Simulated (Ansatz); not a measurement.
`FC1(Br)C=C1` and `FC1(F)C=C1` differ in one atom or group.

Ansatz, PBE0-D4/def2-TZVP geometries, multiplicity 1. 

Scalar relativity is left out up to krypton.

| property | `FC1(Br)C=C1` |
| --- | --- |
| HOMO–LUMO gap (ωB97M-V/def2-TZVPP) / eV | 11.39 |
| HOMO–LUMO gap (PBE0/def2-TZVPP) / eV | 6.96 |
| HOMO energy (B3LYP/def2-TZVPP) / eV | -7.62 |
| size of the dipole moment (B3LYP/def2-TZVPP) / D | 3.05 |
| zero-point energy (PBE0-D4/def2-TZVP) / kJ/mol | 102.9 |
| ideal-gas entropy at 298 K and 1 bar (rigid rotor, harmonic PBE0-D4/def2-TZVP) / J/(mol·K) | 308 |

Question: What does the change do to each property? (An estimate is asked.)

Answer: Ansatz gave: 
```csv
property,`FC1(F)C=C1`,shift
HOMO–LUMO gap (ωB97M-V/def2-TZVPP) / eV,12.40,1.01
HOMO–LUMO gap (PBE0/def2-TZVPP) / eV,7.87,0.91
HOMO energy (B3LYP/def2-TZVPP) / eV,-8.41,-0.79
size of the dipole moment (B3LYP/def2-TZVPP) / D,2.91,-0.14
zero-point energy (PBE0-D4/def2-TZVP) / kJ/mol,108.7,5.8
"ideal-gas entropy at 298 K and 1 bar (rigid rotor, harmonic PBE0-D4/def2-TZVP) / J/(mol·K)",278,-30
```

With PBE0 the HOMO falls by 0.76 eV and the LUMO rises by 0.15 eV, so the gap widens by about 0.91 eV. PBE moves the HOMO by -0.48 eV and ωB97M-V by -0.85 eV. Dipoles are sizes alone; their direction can turn.

B3LYP here is the variant with VWN-RPA as its local correlation; programs differ in this.

Spin–orbit coupling is left out; it splits and shifts lone-pair levels of the heavy atoms by tenths of an eV.
